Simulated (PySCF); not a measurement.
## Ga (gallium, neutral): UHF calculation

Configuration: [Ar] 3d10 4s1 4p1 4d1, one real determinant (an excited configuration). Computed with PySCF 2.14 in aug-cc-pVQZ-PP with ECP10MDF, with scalar relativity through the core potential.

| Item | Value |
| --- | --- |
| Total energy | -257.985941 hartree |
| One-electron energy | -458.7916 hartree |
| Hartree (Coulomb) energy | 222.4974 hartree |
| Exchange energy | -21.6918 hartree |
| ⟨S²⟩ | 3.7515 |
| ⟨L²⟩ | 8.025 |
| Sum of ⟨r⟩ | 25.60 bohr |
| Sum of ⟨r²⟩ | 84.55 bohr² |
| Traceless quadrupole moment −½Σ⟨3z² − r²⟩ along its main axis | 12.3 e·bohr² |

```
shell  electrons  mean orbital energy (eV)  spread (eV)  rms radius, mean of both spins (bohr)
 3s α          1                   -185.25            0                                  0.701
 3s β          1                   -184.81            0                                  0.701
 3p α          3                   -130.30        0.068                                  0.738
 3p β          3                   -130.10        0.392                                  0.738
 3d α          5                   -37.556        0.329                                  0.887
 3d β          5                   -37.389        0.440                                  0.887
 4s α          1                   -18.118            0                                   2.44
 4p α          1                   -10.352            0                                   3.03
 4d α          1                    -1.497            0                                   7.57
```

⟨L²⟩ = 8.02 against 12 for a pure F term, so this real determinant mixes terms. Energies and moments cover only the electrons outside the core potential. The outer electron is Rydberg-like, and this basis confines it to a smaller radius and binds it less than a complete one would.
